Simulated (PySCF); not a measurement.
## Fractional electron number in Pd (palladium, neutral)

The 4d beta orbital of [Kr] 4d10 is emptied in steps (occupation f), with all orbitals relaxed, ending at [Kr] 4d9. All numbers are calculated (PySCF 2.14, a scalar-relativistic core potential, in aug-cc-pVTZ-PP with ECP28MDF). The exact energy is a straight line in f; departures are measured from the line between the end points of the same method.

Q: Among UHF, LDA, PBE, which shows the largest delocalisation error (convex curve), and which is closest to linear?

A: Most convex: LDA (-1.290 eV at f = 0.5); closest to linear: UHF (0.570 eV).

```tsv
f	UHF (eV)	LDA (eV)	PBE (eV)
1	0.000	0.000	0.000
0.75	0.460	-0.949	-0.915
0.5	0.570	-1.290	-1.243
0.25	0.397	-0.984	-0.947
0	0.000	0.000	0.000
```

```
method  E(f=0) − E(f=1) (eV)  −ε at f=1 (eV)  −ε at f=0.5 (eV)
   UHF                 6.237           8.882             6.070
   LDA                 9.236           4.287             9.141
   PBE                 8.785           4.012             8.700
```

Reference removal energy between the ground levels: 8.337 eV (measured; NIST Atomic Spectra Database, ionization energies). The calculation has no spin-orbit coupling. UHF lacks correlation.
